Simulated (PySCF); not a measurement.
Atomic charges against the basis set

C4H5ClOSi.
Geometry (PBE0-D3(BJ)/def2-SVP, Å), atoms numbered from 1 in this order:
```xyz
12
C4H5ClOSi angstrom
O     -2.337    0.692   -0.857
C     -1.250    0.422   -0.409
C     -0.204    1.454   -0.136
C      1.035    1.023    0.168
Si     1.069   -0.845    0.158
Cl     1.736   -1.620    1.959
C     -0.787   -0.998   -0.083
H     -0.500    2.504   -0.228
H      1.857    1.720    0.359
H      1.915   -1.438   -0.913
H     -1.254   -1.295    0.872
H     -1.147   -1.699   -0.849
```

PBE0 throughout (PySCF), one geometry, spherical d and f functions. Geometry: PBE0-D3(BJ)/def2-SVP, one conformer, isolated molecule. The first 7 of 12 kinds of atom are listed.

Mulliken charges (e):

| basis | functions | O1 | C2 | C3 | C4 | Si5 | Cl6 | C7 |
| --- | --- | --- | --- | --- | --- | --- | --- | --- |
| STO-3G | 48 | -0.184 | +0.153 | -0.103 | -0.238 | +0.758 | -0.348 | -0.333 |
| 6-31G | 81 | -0.393 | +0.336 | -0.094 | -0.472 | +0.812 | -0.289 | -0.737 |
| pcSseg-0 | 81 | -0.457 | +0.345 | -0.125 | -0.758 | +1.235 | -0.358 | -1.047 |
| 6-31G* | 116 | -0.410 | +0.409 | -0.189 | -0.340 | +0.619 | -0.268 | -0.668 |
| cc-pVDZ | 131 | -0.203 | +0.065 | -0.017 | -0.131 | +0.496 | -0.238 | -0.202 |
| def2-SVP | 131 | -0.202 | +0.064 | -0.020 | -0.229 | +0.655 | -0.262 | -0.294 |
| aug-cc-pVDZ | 214 | -0.605 | +0.232 | +0.987 | -0.114 | +0.706 | -0.466 | +0.088 |
| 6-311+G(2d,p) | 235 | -0.421 | +0.351 | -0.052 | -0.333 | +0.725 | -0.223 | -0.634 |
| def2-TZVP | 259 | -0.275 | +0.197 | -0.180 | -0.189 | +0.420 | -0.245 | -0.310 |
| cc-pVTZ | 288 | -0.257 | +0.191 | -0.122 | -0.226 | +0.447 | -0.233 | -0.282 |
| IGLO-III | 313 | -0.414 | +0.422 | -0.075 | -0.357 | +1.068 | -0.399 | -0.624 |

IAO charges (e):

```
        basis  functions      O1      C2      C3      C4     Si5     Cl6      C7
       STO-3G         48  -0.173  +0.178  -0.167  -0.363  +0.852  -0.289  -0.548
        6-31G         81  -0.367  +0.336  -0.161  -0.378  +0.796  -0.295  -0.600
     pcSseg-0         81  -0.347  +0.321  -0.160  -0.383  +0.809  -0.287  -0.617
       6-31G*        116  -0.389  +0.373  -0.158  -0.401  +0.917  -0.316  -0.617
      cc-pVDZ        131  -0.385  +0.371  -0.163  -0.398  +0.914  -0.313  -0.616
     def2-SVP        131  -0.384  +0.366  -0.159  -0.398  +0.924  -0.306  -0.614
  aug-cc-pVDZ        214  -0.410  +0.382  -0.165  -0.400  +0.921  -0.317  -0.620
6-311+G(2d,p)        235  -0.411  +0.383  -0.164  -0.409  +0.947  -0.318  -0.630
    def2-TZVP        259  -0.410  +0.385  -0.164  -0.412  +0.960  -0.320  -0.634
      cc-pVTZ        288  -0.405  +0.384  -0.165  -0.410  +0.948  -0.320  -0.631
     IGLO-III        313  -0.412  +0.384  -0.165  -0.411  +0.953  -0.315  -0.633
```

Hirshfeld charges (e):

```json
{"basis": "STO-3G", "functions": "48", "O1": "-0.143", "C2": "+0.109", "C3": "-0.043", "C4": "-0.101", "Si5": "+0.507", "Cl6": "-0.282", "C7": "-0.108"}
{"basis": "6-31G", "functions": "81", "O1": "-0.236", "C2": "+0.158", "C3": "-0.031", "C4": "-0.115", "Si5": "+0.345", "Cl6": "-0.164", "C7": "-0.156"}
{"basis": "pcSseg-0", "functions": "81", "O1": "-0.218", "C2": "+0.156", "C3": "-0.036", "C4": "-0.116", "Si5": "+0.372", "Cl6": "-0.151", "C7": "-0.164"}
{"basis": "6-31G*", "functions": "116", "O1": "-0.240", "C2": "+0.158", "C3": "-0.026", "C4": "-0.112", "Si5": "+0.333", "Cl6": "-0.151", "C7": "-0.154"}
{"basis": "cc-pVDZ", "functions": "131", "O1": "-0.222", "C2": "+0.152", "C3": "-0.033", "C4": "-0.114", "Si5": "+0.354", "Cl6": "-0.137", "C7": "-0.167"}
{"basis": "def2-SVP", "functions": "131", "O1": "-0.230", "C2": "+0.158", "C3": "-0.035", "C4": "-0.116", "Si5": "+0.355", "Cl6": "-0.123", "C7": "-0.171"}
{"basis": "aug-cc-pVDZ", "functions": "214", "O1": "-0.237", "C2": "+0.147", "C3": "-0.040", "C4": "-0.121", "Si5": "+0.368", "Cl6": "-0.129", "C7": "-0.181"}
{"basis": "6-311+G(2d,p)", "functions": "235", "O1": "-0.240", "C2": "+0.145", "C3": "-0.038", "C4": "-0.118", "Si5": "+0.362", "Cl6": "-0.127", "C7": "-0.174"}
{"basis": "def2-TZVP", "functions": "259", "O1": "-0.238", "C2": "+0.149", "C3": "-0.036", "C4": "-0.118", "Si5": "+0.358", "Cl6": "-0.126", "C7": "-0.175"}
{"basis": "cc-pVTZ", "functions": "288", "O1": "-0.235", "C2": "+0.151", "C3": "-0.036", "C4": "-0.117", "Si5": "+0.358", "Cl6": "-0.131", "C7": "-0.175"}
{"basis": "IGLO-III", "functions": "313", "O1": "-0.239", "C2": "+0.147", "C3": "-0.040", "C4": "-0.119", "Si5": "+0.358", "Cl6": "-0.115", "C7": "-0.179"}
```

Question: Which scheme is steadiest as the basis changes?

Answer: Largest range over the bases for any column: Hirshfeld 0.17 e, IAO 0.24 e, Mulliken 1.18 e. Hirshfeld charges move least and Mulliken charges most, counted in e. Without the minimal STO-3G basis the ranges are Hirshfeld 0.05, IAO 0.16, Mulliken 1.18 e.

Question: How much do the charges still move between the two largest bases, cc-pVTZ and IGLO-III?

Answer: At most, over all atoms: Mulliken 0.621 e, IAO 0.007 e, Hirshfeld 0.016 e.

Question: What do the same runs give for the total energy, the frontier levels and the dipole moment?

Answer: 
```json
{"basis": "STO-3G", "energy (Eh)": "-968.6180", "HOMO (eV)": "-4.51", "LUMO (eV)": "1.05", "μ (D)": "1.82"}
{"basis": "6-31G", "energy (Eh)": "-979.6915", "HOMO (eV)": "-7.50", "LUMO (eV)": "-2.07", "μ (D)": "1.84"}
{"basis": "pcSseg-0", "energy (Eh)": "-978.4452", "HOMO (eV)": "-7.67", "LUMO (eV)": "-2.31", "μ (D)": "1.88"}
{"basis": "6-31G*", "energy (Eh)": "-979.8137", "HOMO (eV)": "-7.31", "LUMO (eV)": "-1.89", "μ (D)": "1.63"}
{"basis": "cc-pVDZ", "energy (Eh)": "-979.8721", "HOMO (eV)": "-7.32", "LUMO (eV)": "-1.94", "μ (D)": "1.63"}
{"basis": "def2-SVP", "energy (Eh)": "-979.4512", "HOMO (eV)": "-7.41", "LUMO (eV)": "-2.02", "μ (D)": "1.75"}
{"basis": "aug-cc-pVDZ", "energy (Eh)": "-979.8910", "HOMO (eV)": "-7.53", "LUMO (eV)": "-2.16", "μ (D)": "1.99"}
{"basis": "6-311+G(2d,p)", "energy (Eh)": "-979.9455", "HOMO (eV)": "-7.57", "LUMO (eV)": "-2.18", "μ (D)": "2.01"}
{"basis": "def2-TZVP", "energy (Eh)": "-979.9681", "HOMO (eV)": "-7.51", "LUMO (eV)": "-2.12", "μ (D)": "1.96"}
{"basis": "cc-pVTZ", "energy (Eh)": "-979.9684", "HOMO (eV)": "-7.47", "LUMO (eV)": "-2.08", "μ (D)": "1.86"}
{"basis": "IGLO-III", "energy (Eh)": "-979.9657", "HOMO (eV)": "-7.52", "LUMO (eV)": "-2.13", "μ (D)": "2.09"}
```

The dipole is fixed by the density alone, so its range of 0.46 D shows that the density itself changes with the basis, not only its division among atoms.
